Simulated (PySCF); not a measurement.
CaCl: mean field, correlation and small terms against distance

State: ²Σ⁺, doublet, unpaired electrons σ ↑. ROHF-based CCSD(T) in PySCF 2.14 with Ca cc-pwCVDZ-X2C, Cl aug-cc-pVDZ-DK and Ca cc-pwCVTZ-X2C, Cl aug-cc-pVTZ-DK (frozen core orbitals: 10; spin-free X2C with a Gaussian nucleus). Correlation energies are extrapolated as n⁻³ (n = 2, 3), Hartree–Fock as (n+1)·exp(−9√n). All energies in eV from Ca + Cl.

```tsv
R (Å)	HF/CBS	CCSD corr.	(T)	total
2.1491	-2.986	-0.440	-0.0794	-3.505
2.2467	-3.446	-0.359	-0.0709	-3.875
2.3444	-3.702	-0.295	-0.0645	-4.061
2.4421	-3.811	-0.245	-0.0599	-4.116
2.5398	-3.818	-0.207	-0.0567	-4.081
2.6619	-3.729	-0.171	-0.0540	-3.954
2.7840	-3.571	-0.146	-0.0525	-3.770
```

A fit to the total gives Re = 2.4471 Å, De = 4.116 eV, ωe = 365.5 cm⁻¹, Be = 0.1509 cm⁻¹ (masses 39.9626 and 34.9689 u).

Problem. At R = 2.4421 Å the CCSD correlation energy is -0.360688 hartree in the smaller basis and -0.469839 in the larger. Extrapolate it.

Solution. (3³·E3 − 2³·E2)/(3³ − 2³) = -0.51580 hartree; the larger basis holds 91.1 % of it.

The T1 diagnostic is 0.014. The state was picked by a PBE0 search and need not be the measured ground state. Spin–orbit coupling, excitations beyond (T) and corrections to the Born–Oppenheimer picture are left out.
